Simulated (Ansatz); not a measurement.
`COC(=O)C(F)(F)C(F)(F)F`, relaxed with RKS PBE-D4/def2-SVP in Ansatz 0.2.0 from a rough embedded geometry. The force threshold is 0.03 eV/Å; the program also tests the step.

Total charge 0; spin multiplicity 1.

Start:

```xyz
14

C    -0.038    0.436    2.397
O    -0.482    0.061    1.091
C     0.408   -0.508    0.312
O     1.549   -0.752    0.559
C    -0.235   -0.804   -1.078
F    -1.544   -1.107   -0.964
F     0.367   -1.854   -1.666
C    -0.090    0.440   -1.996
F    -0.658    0.259   -3.181
F     1.194    0.732   -2.194
F    -0.659    1.505   -1.427
H    -0.896    0.894    2.880
H     0.789    1.143    2.320
H     0.295   -0.445    2.946
```

Q: How much energy does the relaxation release, and in how many steps? (An estimate is asked.)

A: Computed: 10.61 kJ/mol, in 17 steps, 1 of them rejected.

Q: Which bonds change most? (Estimate.)

A: The calculation gave: O2–C3 from 1.312 to 1.340 Å; C8–F10 from 1.331 to 1.351 Å; C1–H12 from 1.086 to 1.104 Å; C1–H14 from 1.091 to 1.108 Å.

Q: Give the relaxed structure. (Estimate.)

A: Ansatz gave: 
```xyz
14

C     0.056    0.512    2.347
O    -0.372    0.246    0.999
C     0.381   -0.629    0.318
O     1.362   -1.206    0.725
C    -0.202   -0.817   -1.108
F    -1.484   -1.269   -1.025
F     0.546   -1.733   -1.759
C    -0.199    0.493   -1.951
F    -0.411    0.217   -3.246
F     1.005    1.094   -1.826
F    -1.149    1.338   -1.527
H    -0.661    1.247    2.753
H     1.085    0.925    2.352
H     0.045   -0.419    2.948
```
